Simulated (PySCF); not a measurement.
## Excitation energy of Tc⁺ by level of theory

Tc⁺ [Kr] 4d5 5s1 (7S) → Tc⁺ [Kr] 4d4 5s2 (5D), as a difference of total energies. Calculation: PySCF 2.14, in x2c-TZVPPall with one added diffuse shell each of s, p, d, f type (9s7p7d3f1g, 95 functions); the spin-free X2C one-electron Hamiltonian (Gaussian nucleus). Correlated levels: valence: [Kr] frozen; valence and next inner shell: [Ar] 3d10 frozen. The calculations carry no spin-orbit coupling.

```tsv
method	excitation energy (cm⁻¹)
UHF	51598
LDA	46206
PBE	48262
PBE0	49285
r2SCAN	52708
CAM-B3LYP	43106
revPBE	48969
LC-wPBE	49587
BP86	46791
MP2 (valence)	47513
SCS-MP2 (valence)	41418
MP2 (valence and next inner shell)	47319
SCS-MP2 (valence and next inner shell)	43039
```

A first-order spin-orbit estimate (lowest level to lowest level, LS coupling) adds -0.188 eV.
